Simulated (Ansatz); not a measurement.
`O/C(Cl)=C/[SiH3]` + `N=[C]1[CH2][GeH2]1` → `[SiH3]/N=[C]1/[CH2][GeH2]1` + `C=C(O)Cl`  (ligand exchange at the Si–C bond)

Calculated with Ansatz (gas phase, PBE0-D4/def2-TZVP geometries, no zero-point term in ΔE). CBS: MP2 limit from def2 TZ/QZ plus the TZ coupled-cluster correction, frozen cores. Double bonds are as drawn, so ΔE can hold a change between cis and trans. DFT in def2-TZVPP. B3LYP here is the variant with VWN-RPA as its local correlation; programs differ in this. For Ge outer-core shells are correlated without core-valence functions, which leaves a few kJ/mol of doubt a bond. Scalar relativity is left out up to krypton. One conformer a species, not always the lowest.

```csv
level,ΔE (kJ/mol),difference from CCSD(T)/CBS
PBE-D4,-34.7,3.5
r2SCAN-D4,-39.0,-0.8
PBE0-D4,-35.0,3.2
B3LYP-D4,-42.3,-4.1
B2PLYP,-43.0,-4.8
r2SCAN,-38.9,-0.7
B3LYP,-42.6,-4.4
HF/def2-TZVPP,-46.4,-8.2
MP2/def2-TZVPP,-41.3,-3.1
SCS-MP2/def2-TZVPP,-41.3,-3.1
CCSD/def2-TZVPP,-37.7,0.5
CCSD(T)/def2-TZVPP,-37.7,0.5
HF/def2-QZVPP,-47.1,-8.9
SCS-MP2/def2-QZVPP,-41.7,-3.5
HF/CBS(def2),-47.2,-9.0
MP2/CBS(def2),-41.8,-3.6
CCSD(T)/CBS,-38.2,0
```

Largest T1 diagnostic among the species: 0.014.

In def2-TZVPP, CCSD(T) changes the Hartree–Fock value by +8.7 kJ/mol (the triples alone add +0.0 kJ/mol) and MP2 by +5.1 kJ/mol.
